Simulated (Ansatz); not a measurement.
Mulliken charges of CH4AlFGe (`F[CH]1[AlH][GeH2]1`) from B3LYP/def2-TZVPP in Ansatz (PBE0-D4/def2-TZVP geometry).

| atom | x (Å) | y (Å) | z (Å) | charge (e) |
| --- | --- | --- | --- | --- |
| F1 | -0.469 | 1.170 | -1.771 | -0.233 |
| C2 | -0.555 | 0.563 | -0.543 | -0.029 |
| Al3 | 0.212 | 0.909 | 1.209 | 0.275 |
| Ge4 | 0.385 | -1.167 | 0.009 | 0.005 |
| H5 | -1.602 | 0.261 | -0.357 | 0.085 |
| H6 | 0.756 | 2.004 | 2.217 | -0.086 |
| H7 | 1.788 | -1.336 | -0.612 | -0.015 |
| H8 | -0.422 | -2.459 | -0.208 | -0.003 |

Question: By hand: the dipole of these point charges (1 e Å = 4.8032 D).

Answer: Σ q r = (-0.041, -0.168, 0.550) e Å, of length 0.577 e Å = 2.77 D.

Question: How does the dipole of the full density compare? (Best estimate.)

Answer: The calculation gave: (-0.047, 0.004, 0.440) e Å, 2.13 D; the point charges give 1.30 times that, at 18° from its direction.

Point charges leave out the atoms' own dipoles, such as those of lone pairs, and Mulliken's split depends on the basis, so the two needn't agree.

B3LYP here is the variant with VWN-RPA as its local correlation; programs differ in this.
